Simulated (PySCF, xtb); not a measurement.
C5H6Se, SMILES C=C=C1CC[Se]1.

Harmonic wavenumbers (cm⁻¹) from GFN2-xTB in xtb 6.7.1 at its own minimum, in rising order: 46, 123, 217, 322, 377, 407, 553, 556, 634, 760, 851, 890, 966, 972, 1036, 1057, 1153, 1171, 1244, 1308, 1431, 1446, 1466, 2058, 2961, 2981, 2991, 2994, 3065, 3071.

**Question.** What does B3LYP-D3(BJ)/def2-SVP run with PySCF give at its own minimum? (Estimate from the structure and the level; the computed values follow.)

**Answer.** 36, 138, 210, 412, 421, 425, 573, 609, 663, 774, 886, 908, 968, 1007, 1007, 1084, 1187, 1214, 1240, 1313, 1440, 1466, 1473, 2068, 3046, 3092, 3096, 3096, 3161, 3176. Paired by order, the mean absolute difference is 39 cm⁻¹ and the zero-point energies are 55.9 and 57.5 kcal/mol.
